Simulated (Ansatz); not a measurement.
System: 1,1,1,2,2,3,3,3-octafluoropropane, C₃F₈ (charge 0, singlet). 
Coordinates optimised at B3LYP-D3(BJ)/def2-TZVP (Ansatz, a quantum-chemistry and plane-wave program):
```xyz
11

F     -1.3278    -1.4307     0.5667
C     -1.2764    -0.1097     0.3897
F     -2.4044     0.2895    -0.1994
F     -1.1792     0.4842     1.5800
C     -0.0723     0.2771    -0.5182
F     -0.2397    -0.3272    -1.7096
F     -0.0955     1.6120    -0.6927
C      1.3342    -0.1117     0.0244
F      2.2569     0.2756    -0.8572
F      1.4264    -1.4318     0.1918
F      1.5729     0.4913     1.1898
```

Basis-set convergence of Hartree-Fock and MP2 correlation energies (hartree) with Ansatz. Valence correlation only, unless marked. No spin-orbit coupling. Non-relativistic.

```csv
basis,functions,E(HF),"E(corr, MP2)"
cc-pVDZ,154,-909.16075,-1.86690
cc-pVTZ,330,(withheld),(withheld)
```

**Question.** Fill in the missing entries.

**Answer.** 
- cc-pVTZ, E(HF): -909.46977
- cc-pVTZ, E(corr, MP2): -2.45710
